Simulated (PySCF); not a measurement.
Constitutional and geometric isomers with formula CH2N2Si. Isolated molecules, 0 K electronic values unless said otherwise. Strings in code marks are SMILES.

Computed with CAM-B3LYP-D3(BJ)/def2-TZVP run with PySCF. All candidates: neutral, multiplicity 1. Excitations are Tamm–Dancoff values on a coarser integration grid. The basis has no diffuse functions, so Rydberg states are missing or too high.

```
Quantity              Result
-------------------  -------
S1 excitation (TDA)  4.11 eV
dipole moment         3.97 D
HOMO–LUMO gap        8.11 eV
```

Q: Name which member has these values.
(A) `[H]/N=[SiH]/C#N`
(B) `N#CN=[SiH2]`
(C) `[H]/N=[si]1/cn1`

A: A, `[H]/N=[SiH]/C#N`. The others give `N#CN=[SiH2]`: 3.35 eV, 7.11 D, 6.91 eV; `[H]/N=[si]1/cn1`: 3.53 eV, 1.18 D, 8.13 eV
